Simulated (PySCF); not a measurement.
**Input and output**

[BiCl4]− (singlet). PySCF 2.14.0, RKS PBE0, Bi def2-SVP with ECP60, Cl def2-SVP; non-relativistic Hamiltonian with scalar-relativistic core potentials where named; density fitting; no spin-orbit coupling. Purpose: singlet excitations, Tamm-Dancoff PBE0.

```python
mol = gto.M(atom='''
Bi     0.00510     0.24542    -0.00000
Cl    -0.02689    -1.29355     2.13590
Cl    -0.02689    -1.29355    -2.13590
Cl     2.17229     1.74029    -0.00000
Cl    -2.09810     1.82905     0.00000''',
    basis={'Bi': 'def2-SVP', 'Cl': 'def2-SVP'},
    ecp={'Bi': 'def2-SVP'},
    charge=-1, spin=0)
mf = dft.RKS(mol, xc='PBE0')
mf.grids.atom_grid = (50, 194)
mf = mf.density_fit()  # fitting sets: Bi def2-universal-JKFIT, Cl def2-universal-JKFIT
mf.conv_tol = 1e-08; mf.max_cycle = 55
mf.kernel(dm0)  # dm0: converged density of the relaxed state
td = mf.TDA(); td.nstates = 8; td.kernel()
```

Run from Python with OMP_NUM_THREADS=2; the lines above give its settings. Where DIIS fails, smearing, a level shift and second-order steps follow.
It took 30 s on 2 threads of Arm Neoverse V1 (shared host), from an already converged density.

Q: Where do the frontier levels lie, over both spins?

A: HOMO -3.11 eV, LUMO 2.26 eV. 

Q: What are the Mulliken charges and spins?

A: 
| atom | charge (e) | spin (e) |
| --- | --- | --- |
| Bi1 | 0.969 | 0.000 |
| Cl2 | -0.492 | 0.000 |
| Cl3 | -0.492 | 0.000 |
| Cl4 | -0.492 | 0.000 |
| Cl5 | -0.492 | 0.000 |

Q: Which singlet excitations follow (Tamm-Dancoff, 8 states)?

A: 
```json
{"state": "1", "eV": "4.56", "oscillator strength": "0.0527"}
{"state": "2", "eV": "4.56", "oscillator strength": "0.0527"}
{"state": "3", "eV": "4.64", "oscillator strength": "0.0490"}
{"state": "4", "eV": "5.28", "oscillator strength": "0.0000"}
{"state": "5", "eV": "5.30", "oscillator strength": "0.0000"}
{"state": "6", "eV": "5.31", "oscillator strength": "0.0086"}
{"state": "7", "eV": "5.32", "oscillator strength": "0.0064"}
{"state": "8", "eV": "5.32", "oscillator strength": "0.0064"}
```
For an anion in a basis without diffuse functions, states above the detachment energy aren't bound: they are resonances at best, or continuum confined by the basis.
Functionals without range separation put charge-transfer states too low; the basis has no diffuse functions.

The geometry was relaxed with BP86 (Bi def2-SVP with ECP60, Cl def2-SVP).
